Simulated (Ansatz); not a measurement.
Pulling the pair apart

The pair of HF (SMILES F, atoms 1–2) and GeH4 (SMILES [GeH4], atoms 3–7), both closed shells, in one local arrangement (a lower one may exist), relaxed at PBE0-D4/def2-TZVP:

```
7
angstrom
F 0.0838 0.7608 -2.5340
H 0.1123 0.9872 -1.6372
Ge -0.0419 -0.3727 0.8403
H 1.1181 -1.2713 0.4047
H -0.0053 -0.1341 2.3529
H -1.3845 -0.9747 0.4185
H 0.1175 1.0048 0.1549
```

GeH4 is shifted rigidly along the line between the mean atom positions of the two fragments (negative: closer). Counterpoise interaction energies in kJ/mol. Computed with Ansatz 0.2.0 (basis: def2-TZVPPD); correlated methods freeze the cores. Filled d shells of the heavier atoms are correlated. The def2 sets are not built for correlating such inner shells, so the correlated values are less sure here.

| shift (Å) | HF | wB97M-V | MP2 |
| --- | --- | --- | --- |
| -0.28 | 10.1 | -1.8 | 0.7 |
| -0.14 | 4.3 | -5.0 | -2.9 |
| 0.00 | 1.0 | -6.2 | -4.4 |
| 0.14 | -0.8 | -6.4 | -4.9 |
| 0.34 | -1.8 | -5.7 | -4.7 |
| 0.71 | -2.0 | -3.9 | -3.4 |
| 1.42 | -1.1 | -1.6 | -1.5 |
| 2.83 | -0.3 | -0.4 | -0.3 |

Q: What does CCSD(T) give at these shifts? (Judge from chemistry; the value comes from the calculation.)

A: Computed: 0.6, -3.0, -4.6, -5.1, -4.9, -3.5, -1.5, -0.3 kJ/mol. For zero shift, CCSD(T) at an estimated basis limit (MP2 extrapolated from triple and quadruple zeta, plus CCSD(T) − MP2 in triple zeta) gives -5.6 kJ/mol. These are counterpoise interaction energies, counted from the two frozen fragments.

No T1 diagnostic of these runs exceeds 0.012.

For scale, one of the runs: CCSD(T)/def2-TZVPPD, 179 basis functions, launched by `ansatz run in.yaml --threads 2 --pin off --events-out ev --progress --plain --max-ram 5222MiB`. The run took 42 s on 2 CPU threads of an Arm Neoverse V2 (shared host), with 1.7 GiB of host memory at its peak.
